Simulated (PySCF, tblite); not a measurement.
Isomers of [C6H9ClO]+ (charge +1 and doublet state), one GFN2-xTB conformer each. Single-point energies are computed at B3LYP/pcH-1 (PySCF, gas phase, no added dispersion term), electronic only. GFN2-xTB treats the open shell by occupation alone, and not every SCF solution was tested for stability.

```tsv
SMILES	GFN2-xTB relative energy (kcal/mol)
O[C@@H]1C[CH+][CH][C@@H](Cl)C1	0.0
C=C(Cl)OC[C]([CH2+])C	15.7
```

Conformers: `[OH:1][C@@H:2]1[CH2:3][CH+:4][CH:5][C@@H:6]([Cl:7])[CH2:8]1` (charge +1 and doublet state) with H–O1–C2–C3 -175°, O1–C2–C3–C4 -165°, C2–C3–C4–C5 11°, C3–C4–C5–C6 0°, C4–C5–C6–Cl7 -98°; `[CH2:1]=[C:2]([Cl:3])[O:4][CH2:5][C:6]([CH2+:7])[CH3:8]` (charge +1 and doublet state) with C1–C2–O4–C5 180°, C2–O4–C5–C6 180°, O4–C5–C6–C7 -179°, C5–C6–C7–H 180° and 0°.

What does B3LYP/pcH-1 give for the same structures?

```csv
SMILES,B3LYP/pcH-1 E (Eh),B3LYP/pcH-1 (kcal/mol),GFN2-xTB (kcal/mol),point group
O[C@@H]1C[CH+][CH][C@@H](Cl)C1,-769.15592,0.0,0.0,C1
C=C(Cl)OC[C]([CH2+])C,-769.14227,8.6,15.7,Cs
```

Both levels put the same isomer lowest. As drawn, the lower has an O–H bond, which the higher lacks.

What happens when harmonic zero-point energies from GFN2-xTB frequencies are added?

```json
{"SMILES": "O[C@@H]1C[CH+][CH][C@@H](Cl)C1", "ZPE (kcal/mol)": "83.6", "electronic (kcal/mol)": "0.0", "with ZPE (kcal/mol)": "0.0"}
{"SMILES": "C=C(Cl)OC[C]([CH2+])C", "ZPE (kcal/mol)": "81.5", "electronic (kcal/mol)": "8.6", "with ZPE (kcal/mol)": "6.4"}
```

The zero-point energies span 2.1 kcal/mol. The order is unchanged.
